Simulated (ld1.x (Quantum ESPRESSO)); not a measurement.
**Transferability test, TM potential for ruthenium (Ru)**

ld1.x (Quantum ESPRESSO) 7.5 input, shortened:

```
&input
   title='Ru', zed=44., rel=2, dft='PBESOL', iswitch=3,
   config='[Kr] 4d6 5s2 5p0', rel_dist='average'
 /
 &inputp
   pseudotype=2, tm=.true., lloc=-1, rcloc=2.50,
   nlcc=.true., new_core_ps=.true.
 /
3
5S  1  0   2.00   0.00  2.65  2.65  0.0
5P  2  1   0.00   0.00  3.35  3.35  0.0
4D  3  2   6.00   0.00  1.20  1.20  0.0
 &test
   configts(1)='4d6 5s2 5p0'
 /
```

Open shells are filled in proportion to 2j + 1 (rel_dist='average').

Energies are relative to the spin-unpolarised reference configuration 4d6 5s2 5p0; without spin polarisation the order of configurations can differ from experiment.

```tsv
valence configuration	charge	ΔE all-electron (eV)	error AE − PS (meV)
4d7 5s1 5p0	0	-1.675	-89
4d7 5s0 5p0	+1	5.625	-175
4d6 5s0 5p0	+2	23.809	-46
4d7.5 5s0.5 5p0	0	-1.989	-185
4d6 5s1 5p1	0	4.000	-1.3
4d7 5s0 5p1	0	1.841	-119
```

(1) What are ΔE and the potential's error for 4d4 5s0 5p0?

Results:

(1) ΔE = 98.899 eV all-electron; the error (AE − PS) is -668 meV.
